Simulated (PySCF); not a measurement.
Planning calculations on trifluoromethylgermane, `F[C](F)(F)[GeH3]` (8 atoms, 68 electrons) with PySCF and density fitting. Hardware: Intel Xeon 6975P-C, one thread, shared host with 192 logical CPUs at a one-minute load of 72. Times on a shared machine are rough. SCF iterations of a TDDFT job count the ground state alone. Geometry: PBE0-D3(BJ)/def2-SVP.

Species: trifluoromethylgermane, CH3F3Ge.
SMILES with atom numbers: `[F:1][C:2]([F:3])([F:4])[GeH3:5]` (hydrogens: H6, H7, H8 on Ge5)

```json
{"job": "core-ionisation, ΔSCF PBE0 (pcX-2 on a light ionised atom, pcseg-1 elsewhere, X2C)", "basis functions": "up to 129", "grid": "50×110 at most in the cycles", "SCF iterations": "30", "other work": "2 core holes"}
{"job": "geometry optimisation, PBE0-D3(BJ)/def2-SVP", "basis functions": "103", "grid": "level 1", "SCF iterations": "41", "other work": "6 gradients"}
{"job": "core-ionisation, ΔSCF HF (pcX-2 on a light ionised atom, pcseg-1 elsewhere, X2C)", "basis functions": "up to 129", "grid": "50×110 at most in the cycles", "SCF iterations": "31", "other work": "2 core holes"}
{"job": "core-ionisation, ΔSCF SCAN (pcX-2 on a light ionised atom, pcseg-1 elsewhere, X2C)", "basis functions": "up to 129", "grid": "50×110 at most in the cycles", "SCF iterations": "34", "other work": "2 core holes"}
{"job": "core-ionisation, ΔSCF PBE (pcX-2 on a light ionised atom, pcseg-1 elsewhere, X2C)", "basis functions": "up to 129", "grid": "50×110 at most in the cycles", "SCF iterations": "33", "other work": "2 core holes"}
{"job": "core-ionisation, ΔSCF B3LYP (pcX-2 on a light ionised atom, pcseg-1 elsewhere, X2C)", "basis functions": "up to 129", "grid": "50×110 at most in the cycles", "SCF iterations": "30", "other work": "2 core holes"}
{"job": "core-ionisation, ΔSCF SCAN (def2-TZVP on a light ionised atom, pcseg-1 elsewhere, X2C)", "basis functions": "up to 115", "grid": "50×110 at most in the cycles", "SCF iterations": "34", "other work": "2 core holes"}
{"job": "core-ionisation, ΔSCF SCAN (pcX-2 on a light ionised atom, pcseg-1 elsewhere)", "basis functions": "up to 129", "grid": "50×110 at most in the cycles", "SCF iterations": "34", "other work": "2 core holes"}
{"job": "core-ionisation, ΔSCF SCAN (pcX-1 on a light ionised atom, pcseg-1 elsewhere, X2C)", "basis functions": "up to 108", "grid": "50×110 at most in the cycles", "SCF iterations": "34", "other work": "2 core holes"}
```

**Question.** Sort the jobs into tiers of rough cost, cheapest first; a new tier starts where the time jumps by half or more.

**Answer.** 
- about 4 to 8 core-seconds: core-ionisation, ΔSCF PBE (pcX-2 on a light ionised atom, pcseg-1 elsewhere, X2C); core-ionisation, ΔSCF SCAN (pcX-1 on a light ionised atom, pcseg-1 elsewhere, X2C); core-ionisation, ΔSCF SCAN (def2-TZVP on a light ionised atom, pcseg-1 elsewhere, X2C); core-ionisation, ΔSCF HF (pcX-2 on a light ionised atom, pcseg-1 elsewhere, X2C); core-ionisation, ΔSCF SCAN (pcX-2 on a light ionised atom, pcseg-1 elsewhere); core-ionisation, ΔSCF SCAN (pcX-2 on a light ionised atom, pcseg-1 elsewhere, X2C); core-ionisation, ΔSCF PBE0 (pcX-2 on a light ionised atom, pcseg-1 elsewhere, X2C); core-ionisation, ΔSCF B3LYP (pcX-2 on a light ionised atom, pcseg-1 elsewhere, X2C)
- about 17 core-seconds: geometry optimisation, PBE0-D3(BJ)/def2-SVP

Within a tier the order means little. Dearest over cheapest: a factor of about 4.

**Question.** What do these jobs cost together, and what share goes to the dearest?

**Answer.** About 60 core-seconds, of which geometry optimisation, PBE0-D3(BJ)/def2-SVP takes about 30 %.
